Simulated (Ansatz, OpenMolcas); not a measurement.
**GeS (germanium sulfide): the energy, rung by rung**

GeS: 2 atoms, total charge 0, spin state singlet. SMILES: `[S+]#[Ge-]`. The bond length is the measured one.

```xyz
2

S     0.0000    0.0000    0.0000
Ge    0.0000    0.0000    2.0121
```

Quantity: the energy change with the S1–Ge2 bond stretched from 2.012 to 3.018 Å, in eV. The values are calculated.

| level | kind | program | value (eV) | CPU time (all runs) |
| --- | --- | --- | --- | --- |
| HF/aug-cc-pVTZ (unrestricted) | Hartree–Fock | OpenMolcas | 2.72 | 50 s |
| SVWN5/aug-cc-pVTZ (restricted) | LDA | Ansatz | 3.93 | 15 s |
| PBE/aug-cc-pVTZ (restricted) | GGA | OpenMolcas | 3.62 | 55 s |
| PBE0/aug-cc-pVTZ (restricted) | global hybrid | OpenMolcas | 4.30 | 53 s |
| wB97X/aug-cc-pVTZ (restricted) | range-separated hybrid | Ansatz | 4.92 | 68 s |
| B2PLYP/aug-cc-pVTZ (restricted) | double hybrid | Ansatz | 3.70 | 31 s |
| PBE-QIDH/aug-cc-pVTZ (restricted) | double hybrid | Ansatz | 4.63 | 33 s |
| RPA@PBE/aug-cc-pVTZ (restricted) | RPA | Ansatz | 3.36 | 35 s |
| CCSD/aug-cc-pVTZ (restricted) | coupled cluster or CI | Ansatz | 4.24 | 33 s |

All-electron rows without a relativistic Hamiltonian named are non-relativistic. The first shape isn't each level's own minimum. The values span 2.72 to 4.92 eV. Spin contamination of the reference (⟨S²⟩ at least 0.1 too high) touches HF/aug-cc-pVTZ. In the correlated wave-function rows the outer d shell of Ge is correlated, in sets not made for it. Times are those of the runs behind each value, whatever else they computed, on shared processors of several kinds: orders of magnitude only.
